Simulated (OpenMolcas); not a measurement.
Co³⁺: the spin-orbit constant, Racah parameters, worked from levels

| Item | Value |
| --- | --- |
| Program | OpenMolcas 26.06 |
| Basis | ANO-RCC-VTZP [6s5p3d2f1g] |
| Scalar Hamiltonian | DKH2, point nucleus |
| Active space | 6 electrons in 5 orbitals (3d) |
| State averaging | 2S+1 = 5 even, 5 roots; 2S+1 = 3 even, 45 roots; 2S+1 = 1 even, 50 roots |
| Spin-orbit coupling | RASSI with atomic mean-field integrals over the reference wave functions, term energies averaged over their components |

Methods: CASSCF; MS-CASPT2, IPEA 0.25 Eh, imaginary shift 0.1 Eh (closed shells correlated: 3s 3p). Measured levels: Sugar and Corliss, J. Phys. Chem. Ref. Data 10, 1097 (1981).

**The spin-orbit constant.** For the Hund term 5D of d6, E(J) = (A/2) J(J+1) + constant and ζ = -2S·A = -4A. From J = 0 to J = 4 the energy changes by 10 A.

```csv
Source,E(4) - E(0),A,ζ
CASSCF,-1551.0,-155.1,620
MS-CASPT2,-1543.1,-154.3,617
measured,-1493.6,-149.4,597
```

All in cm-1. MS-CASPT2 is off by +3.3 % and CASSCF by +3.8 %. Both methods take the spin-orbit matrix elements from the reference wave functions, so the second can move ζ only through the term energies and any multistate remixing. Second-order mixing with other terms is absorbed into this ζ.

**Racah parameters.** Above 5D, d6 has 3G at 9B + 4C, 3H at 4B + 4C and 3D at 16B + 4C. The first two fix B and C, and the third tests them; where it misses by thousands of cm-1, two parameters do not describe the configuration (Trees and configuration-interaction terms are left out) and B and C hang on the terms chosen. Term energies are centres of gravity, weighted by 2J + 1.

```json
{"Source": "CASSCF", "3G": "32446", "3H": "25480", "B": "1393", "C": "4977", "C/B": "3.57", "3D from B, C": "42196", "3D found": "41689"}
{"Source": "MS-CASPT2", "3G": "29155", "3H": "23574", "B": "1116", "C": "4777", "C/B": "4.28", "3D from B, C": "36964", "3D found": "36186"}
```

Energies in cm-1. From CASSCF to MS-CASPT2, B changes by -19.9 % and C by -4.0 %.

CASPT2 does not keep the components of a term degenerate, so their means are used; among the terms shown or strongly mixed into the levels shown the widest spread is 480 cm-1 (3d6 3H, MS-CASPT2). Without dynamic correlation excited terms often stand tens of per cent too high (terms of higher spin than the ground term too low), and those without a measured partner can miss by more than the paired ones (holds for CASSCF). Measured partners are found by configuration, term and J. A level has none where our copy of the source lacks it or the pairing is in doubt (some pairs that miss far off the trend of their configuration count as doubtful), and it then counts in no deviation. Levels of configurations outside the active space are missing.
